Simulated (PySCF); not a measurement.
Job file and geometry (Å, from GFN2-xTB) of an NMR shielding run on `InChI=1S/C6H15BOSi/c1-8-6-4-2-3-5-9-7-6/h6-7H,2-5,9H2,1H3/t6-/m0/s1`, GIAO PBE0/pcSseg-1 NMR shielding, non-relativistic, gas phase (PySCF 2.14.0, density-fitted response routines); density fitting, a coarse starting grid and PySCF grid level 2 are the driver's defaults:

```
$ OMP_NUM_THREADS=1 python probes_run.py task.json out

{"job": {"kind": "nmr", "xc": "PBE0", "basis": "pcSseg-1"}, "charge": 0, "multiplicity": 1}
C      3.239674     0.561656     0.492429
O      2.542332    -0.482584    -0.131110
C      1.129806    -0.449705     0.050348
B      0.402225    -1.755444    -0.434410
Si    -1.456216    -1.990435     0.119730
C     -2.161575    -0.342209     0.794552
C     -2.022759     0.833727    -0.173074
C     -0.627430     1.457536    -0.233599
C      0.452710     0.600117    -0.891288
H      3.042030     0.581438     1.572715
H      4.298121     0.370578     0.324673
H      2.986533     1.545273     0.076300
H      0.928638    -0.150043     1.090670
H      0.975302    -2.446422    -1.183619
H     -2.389971    -2.387146    -0.956755
H     -1.673313    -2.980426     1.192957
H     -3.221318    -0.474577     1.018319
H     -1.684710    -0.079956     1.740971
H     -2.319279     0.518901    -1.177297
H     -2.715000     1.625707     0.130413
H     -0.710557     2.385546    -0.807990
H     -0.314177     1.731626     0.777798
H      1.252902     1.245877    -1.258866
H      0.034296     0.100727    -1.772028
```

**Question.** Write the output of this run.

**Answer.** 
```
coarse grid: 19616 points
cycle   1  E = -626.4572613279  dE =  8.677e-01  |g| = 6.149e-01  |ddm| = 4.223e+00
cycle   2  E = -626.3936818731  dE =  6.358e-02  |g| = 8.527e-01  |ddm| = 1.596e+00
cycle   3  E = -626.5399810239  dE = -1.463e-01  |g| = 8.906e-02  |ddm| = 1.052e+00
cycle   4  E = -626.5411272779  dE = -1.146e-03  |g| = 4.013e-02  |ddm| = 9.272e-02
cycle   5  E = -626.5414828104  dE = -3.555e-04  |g| = 9.648e-03  |ddm| = 4.621e-02
cycle   6  E = -626.5415055391  dE = -2.273e-05  |g| = 1.948e-03  |ddm| = 1.273e-02
cycle   7  E = -626.5415064890  dE = -9.499e-07  |g| = 4.466e-04  |ddm| = 2.176e-03
final grid: 182176 points
cycle   8  E = -626.6058153096  dE = -6.194e-05  |g| = 1.304e-02  |ddm| = 4.042e-02
cycle   9  E = -626.6057820415  dE =  3.327e-05  |g| = 1.849e-02  |ddm| = 2.432e-02
cycle  10  E = -626.6058515267  dE = -6.949e-05  |g| = 1.654e-03  |ddm| = 1.563e-02
cycle  11  E = -626.6058521110  dE = -5.844e-07  |g| = 3.256e-04  |ddm| = 2.136e-03
cycle  12  E = -626.6058521330  dE = -2.194e-08  |g| = 9.395e-05  |ddm| = 4.488e-04
cycle  13  E = -626.6058521350  dE = -2.002e-09  |g| = 3.282e-05  |ddm| = 1.230e-04
cycle  14  E = -626.6058521352  dE = -2.558e-10  |g| = 4.608e-06  |ddm| = 2.915e-05
converged SCF energy = -626.6058521352

GIAO shielding tensors (ppm)
atom      isotropic    diamagn.    paramagn.     s11        s22        s33       span
  0 C      128.431     244.370    -115.939     92.139    110.544    182.610     90.471
  1 O      284.434     394.849    -110.415    234.967    277.345    340.988    106.021
  2 C       90.291     251.706    -161.414     66.897     82.151    121.826     54.929
  3 B       11.317     193.708    -182.391    -72.833    -26.637    133.421    206.254
  4 Si     429.499     880.366    -450.867    394.948    420.461    473.088     78.140
  5 C      177.452     251.432     -73.980    157.336    182.426    192.594     35.259
  6 C      155.279     247.257     -91.978    148.855    154.185    162.797     13.942
  7 C      150.385     248.607     -98.222    141.856    151.863    157.436     15.580
  8 C      165.268     252.650     -87.383    133.008    145.991    216.805     83.797
  9 H       28.602      29.478      -0.876     25.524     25.938     34.344      8.820
 10 H       27.860      27.355       0.505     23.478     25.567     34.536     11.058
 11 H       28.144      30.499      -2.356     24.448     26.650     33.334      8.886
 12 H       27.718      34.726      -7.009     21.815     27.284     34.054     12.240
 13 H       23.161      30.297      -7.137     15.769     26.524     27.189     11.420
 14 H       27.822      28.927      -1.106     24.420     25.806     33.240      8.820
 15 H       27.645      28.515      -0.870     24.062     25.446     33.427      9.365
 16 H       30.619      29.220       1.399     25.147     28.408     38.302     13.155
 17 H       31.316      32.082      -0.765     27.486     30.039     36.424      8.938
 18 H       30.867      31.332      -0.465     27.212     29.412     35.976      8.765
 19 H       29.619      29.873      -0.254     23.445     28.650     36.762     13.317
 20 H       29.511      31.089      -1.578     23.689     28.860     35.983     12.294
 21 H       30.404      32.877      -2.472     26.590     30.315     34.308      7.718
 22 H       29.980      33.476      -3.496     24.557     28.910     36.474     11.918
 23 H       31.194      33.345      -2.151     28.834     29.665     35.084      6.250
```

Size and cost of the density-fitted run: 235 basis functions, 66 s wall time on 1 thread of an Arm Neoverse V1, shared host; peak memory 1.1 GiB.
